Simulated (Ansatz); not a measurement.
Two members of one family (Oligo(pyridine), CF3 ends), computed with Ansatz in the gas phase. Binding counts from free atoms in the multiplicity of their measured ground term, without zero-point energy. Sets without diffuse functions give affinities that are too small. A dash marks a value that wasn't run or was left out as unsound. The structures are stationary points that may keep the symmetry of their start. Remarks come from the PBE and PBE0 runs and from stability tests at other levels; not every state was tested. A HOMO above zero means that the electron is unbound at that level and held by the basis, or that self-interaction error raises the level; the energy of removing that electron tells which. HOMO above LUMO (over both spins in singlets and doublets, within one spin in higher multiplets; at PBE or PBE0), or a gap under 0.15 eV within one spin, warns that the state may not be the lowest or that an electron is smeared out.

First: FC(F)(F)c1ccc(-c2ccc(-c3ccc(C(F)(F)F)nc3)nc2)nc1 (singlet, charge 0, PBE-D4/def2-SVP geometry).

```xyz
35

F    -5.639   -5.182   -1.201
C    -4.390   -5.459   -0.756
F    -4.521   -6.080    0.442
F    -3.833   -6.349   -1.609
C    -3.555   -4.209   -0.635
C    -4.145   -2.955   -0.421
C    -3.319   -1.839   -0.268
C    -1.915   -2.001   -0.334
C    -0.978   -0.864   -0.176
C    -1.386    0.484   -0.105
C    -0.433    1.491    0.052
C     0.935    1.143    0.139
C     2.006    2.155    0.313
C     1.760    3.537    0.423
C     2.832    4.421    0.588
C     4.127    3.882    0.637
C     5.347    4.773    0.819
F     6.013    4.463    1.951
F     4.994    6.082    0.896
F     6.206    4.643   -0.213
N     4.391    2.572    0.534
C     3.360    1.738    0.378
N     1.331   -0.148    0.067
C     0.416   -1.103   -0.085
N    -1.357   -3.215   -0.541
C    -2.148   -4.278   -0.687
H    -5.238   -2.857   -0.379
H    -3.767   -0.852   -0.092
H    -2.449    0.759   -0.183
H    -0.757    2.539    0.100
H     0.737    3.938    0.384
H     2.674    5.504    0.678
H     3.579    0.661    0.294
H     0.773   -2.145   -0.144
H    -1.650   -5.247   -0.865
```

| level | HOMO (eV) | LUMO (eV) | gap (eV) | vertical IE (eV) | vertical EA (eV) | vertical triplet (eV) | binding per atom (eV) |
| --- | --- | --- | --- | --- | --- | --- | --- |
| PBE-D4/def2-SVP | -5.90 | -3.33 | 2.57 | – | – | – | 5.55 |
| PBE-D4/def2-TZVP | -6.11 | -3.45 | 2.66 | 8.15 | 1.70 | 2.62 | 5.43 |
| r2SCAN-D4/def2-TZVP | -6.45 | -3.38 | 3.07 | – | – | – | 5.20 |
| PBE0-D4/def2-SVP | -7.15 | -2.69 | 4.46 | – | – | – | 5.37 |
| PBE0-D4/def2-TZVP | -7.14 | -2.74 | 4.40 | 8.43 | 1.56 | 2.86 | 5.26 |

Remarks: gap within one spin near zero at PBE or PBE0 (+1 doublet), HOMO above zero (-1 doublet), gap within one spin near zero at PBE or PBE0 (triplet).

Second: FC(F)(F)c1ccc(-c2ccc(-c3ccc(-c4ccc(C(F)(F)F)nc4)nc3)nc2)nc1 (singlet, charge 0, PBE-D4/def2-SVP geometry).

```xyz
44

F     5.149   -6.862    4.844
C     3.837   -6.949    4.518
F     3.155   -7.181    5.667
F     3.677   -8.037    3.730
C     3.352   -5.694    3.839
C     3.893   -4.440    4.165
C     3.377   -3.300    3.546
C     2.324   -3.436    2.610
C     1.722   -2.272    1.917
C     2.096   -0.935    2.165
C     1.477    0.100    1.462
C     0.479   -0.208    0.509
C    -0.220    0.834   -0.278
C     0.025    2.216   -0.141
C    -0.680    3.128   -0.929
C    -1.631    2.650   -1.858
C    -2.418    3.551   -2.735
C    -3.400    3.015   -3.594
C    -4.141    3.869   -4.416
C    -3.869    5.245   -4.353
C    -4.628    6.244   -5.212
F    -5.558    5.625   -5.982
F    -5.268    7.156   -4.452
F    -3.793    6.912   -6.038
N    -2.938    5.780   -3.551
C    -2.239    4.955   -2.768
N    -1.875    1.325   -1.989
C    -1.199    0.461   -1.233
N     0.115   -1.490    0.271
C     0.710   -2.471    0.946
N     1.817   -4.650    2.296
C     2.315   -5.736    2.888
H     4.717   -4.363    4.890
H     3.798   -2.315    3.787
H     2.870   -0.688    2.906
H     1.774    1.139    1.658
H     0.762    2.594    0.581
H    -0.489    4.204   -0.815
H    -3.554    1.926   -3.589
H    -4.914    3.482   -5.095
H    -1.478    5.440   -2.132
H    -1.419   -0.611   -1.361
H     0.392   -3.504    0.728
H     1.878   -6.707    2.594
```

Q: Estimate how these quantities change from the first to the second (second minus first).

A: 
```json
{"level": "PBE-D4/def2-SVP", "Δ HOMO (eV)": "0.04", "Δ LUMO (eV)": "-0.06", "Δ gap (eV)": "-0.09", "Δ vertical IE (eV)": "–", "Δ vertical EA (eV)": "–", "Δ vertical triplet (eV)": "–", "Δ binding per atom (eV)": "0.05"}
{"level": "PBE-D4/def2-TZVP", "Δ HOMO (eV)": "0.06", "Δ LUMO (eV)": "-0.05", "Δ gap (eV)": "-0.11", "Δ vertical IE (eV)": "-0.41", "Δ vertical EA (eV)": "0.27", "Δ vertical triplet (eV)": "-0.24", "Δ binding per atom (eV)": "0.05"}
{"level": "r2SCAN-D4/def2-TZVP", "Δ HOMO (eV)": "0.26", "Δ LUMO (eV)": "-0.05", "Δ gap (eV)": "-0.32", "Δ vertical IE (eV)": "–", "Δ vertical EA (eV)": "–", "Δ vertical triplet (eV)": "–", "Δ binding per atom (eV)": "0.05"}
{"level": "PBE0-D4/def2-SVP", "Δ HOMO (eV)": "0.30", "Δ LUMO (eV)": "-0.08", "Δ gap (eV)": "-0.38", "Δ vertical IE (eV)": "–", "Δ vertical EA (eV)": "–", "Δ vertical triplet (eV)": "–", "Δ binding per atom (eV)": "0.06"}
{"level": "PBE0-D4/def2-TZVP", "Δ HOMO (eV)": "0.30", "Δ LUMO (eV)": "-0.07", "Δ gap (eV)": "-0.38", "Δ vertical IE (eV)": "-0.44", "Δ vertical EA (eV)": "0.21", "Δ vertical triplet (eV)": "-0.17", "Δ binding per atom (eV)": "0.06"}
```

Remarks: gap within one spin near zero at PBE or PBE0 (+1 doublet).
